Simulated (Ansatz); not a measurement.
`BCC#CF` and `C#CF` differ in one atom or group.

Ansatz, PBE0-D4/def2-TZVP geometries, multiplicity 1. 

```tsv
property	`BCC#CF`
HOMO–LUMO gap (PBE0/def2-TZVPP) / eV	5.87
LUMO energy (B3LYP/def2-TZVPP) / eV	-1.86
size of the dipole moment (ωB97M-V/def2-TZVPP) / D	1.26
zero-point energy (PBE0-D4/def2-TZVP) / kJ/mol	155.1
HOMO energy (PBE/def2-TZVPP) / eV	-6.18
ideal-gas entropy at 298 K and 1 bar (rigid rotor, harmonic PBE0-D4/def2-TZVP) / J/(mol·K)	323
```

**Question.** Give the same properties after the change, and the shifts. (Best estimate.)

**Answer.** Computed: 
```
                                                                                  property  `C#CF`   shift
                                                      HOMO–LUMO gap (PBE0/def2-TZVPP) / eV    9.60    3.73
                                                       LUMO energy (B3LYP/def2-TZVPP) / eV    0.89    2.75
                                        size of the dipole moment (ωB97M-V/def2-TZVPP) / D    0.55   -0.71
                                            zero-point energy (PBE0-D4/def2-TZVP) / kJ/mol    54.1  -101.0
                                                         HOMO energy (PBE/def2-TZVPP) / eV   -6.95   -0.77
ideal-gas entropy at 298 K and 1 bar (rigid rotor, harmonic PBE0-D4/def2-TZVP) / J/(mol·K)     229     -94
```

With PBE0 the HOMO falls by 0.83 eV and the LUMO rises by 2.90 eV, so the gap widens by about 3.73 eV. PBE moves the HOMO by -0.77 eV and ωB97M-V by -0.88 eV. The zero-point energy changes by -101.0 kJ/mol with -14 modes. Dipoles are sizes alone; their direction can turn.

B3LYP here is the variant with VWN-RPA as its local correlation; programs differ in this.
